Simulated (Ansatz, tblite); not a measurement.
Removing an electron: SbMe2Cl (C2H6ClSb). Charge 0, multiplicity 1. Geometry: PBE-D4/def2-SVP. Ansatz, gas phase; energy differences of separate SCF runs; the oxidised species was run as a doublet alone.

```xyz
10

Sb    0.8526   -1.0403    0.0899
C    -0.0633   -0.0213   -1.6166
H     0.4939    0.9151   -1.8219
H    -1.1160    0.2130   -1.3680
H    -0.0268   -0.6740   -2.5093
C     0.3043    0.5516    1.4875
H     0.5050    0.2219    2.5243
H    -0.7723    0.7786    1.3706
H     0.9074    1.4552    1.2663
Cl   -1.0848   -2.3997    0.5772
```

In the def2 sets Sb takes a core potential; there is no spin–orbit coupling. The xTB rows come from tblite.

| level | −HOMO (eV) | vertical IE (eV) | −LUMO (eV) | HOMO–LUMO gap (eV) |
| --- | --- | --- | --- | --- |
| GFN1-xTB | 11.62 | 14.49 | 6.68 | 4.94 |
| GFN2-xTB | 10.50 | 13.31 | 6.45 | 4.06 |
| PBE-D4/def2-TZVP | 6.07 | 8.85 | 2.11 | 3.95 |
| r2SCAN-D4/def2-TZVP | 6.32 | 8.96 | 1.94 | 4.38 |
| PBE0-D4/def2-TZVP | 7.12 | 9.05 | 1.33 | 5.80 |

 Raw xTB energy differences between charge states are shifted by several eV; the methods need an empirical correction for them.
